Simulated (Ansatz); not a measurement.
CH2SZn. The species carries charge 0 and has multiplicity 1. The bonds changed during the relaxation, so this is another structure than the one it started from.

Z-matrix (Å, degrees):
```
C
S 1 1.602
H 1 1.090 2 122.2
H 1 1.090 2 122.2 3 -178.5
Zn 3 3.319 1 83.6 2 111.6
```

Problem. What are the harmonic wavenumbers in cm⁻¹ at PBE0-D4/def2-TZVP (Ansatz, finite differences of forces, unscaled)? (An estimate is asked.)

Solution. Ansatz gave: 34, 80, 174, 1000, 1018, 1107, 1487, 3075, 3160.

Problem. Is this a minimum?

Solution. Yes, all 9 modes are real.

Problem. Give the ideal-gas thermochemistry at 298.15 K and 1 bar (rigid rotor, harmonic oscillator; point group Cs, symmetry number 1).

Solution. Zero-point energy 66.6 kJ/mol; H(298) − E = 82.7 kJ/mol; entropy 329.6 J/(mol·K), of which translation 167.6, rotation 111.3, vibration 50.7; G(298) − E = -15.6 kJ/mol. Modes under 100 cm⁻¹ are hindered rotations or soft bends, so the harmonic entropy is rough.
